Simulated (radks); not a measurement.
Species: Tl17+. Configuration: [Kr] 4d10 4f14 5s2 5p2. All-electron calculation, Dirac Kohn-Sham, relativistic LDA (MacDonald-Vosko exchange, VWN5 correlation), spin-unpolarised, spherical densities, finite nucleus; open shells fill j = l - 1/2 first; Fermi nuclear charge, rms radius 5.4759 fm. Program: a radial shooting solver on a logarithmic mesh with Libxc functionals.

X-ray form factor f0, the Fourier transform of the density (f0(0) = 64):

| sin(theta)/lambda (1/angstrom) | f0 (electrons) |
|---|---|
| 0.05 | 63.802 |
| 0.1 | 63.213 |
| 0.15 | 62.257 |
| 0.2 | 60.964 |
| 0.25 | 59.379 |
| 0.3 | 57.550 |
| 0.4 | 53.374 |
| 0.5 | 48.849 |
| 0.6 | 44.316 |
| 0.8 | 36.087 |
| 1 | 29.513 |
| 1.25 | 23.552 |
| 1.5 | 19.569 |
| 2 | 15.135 |
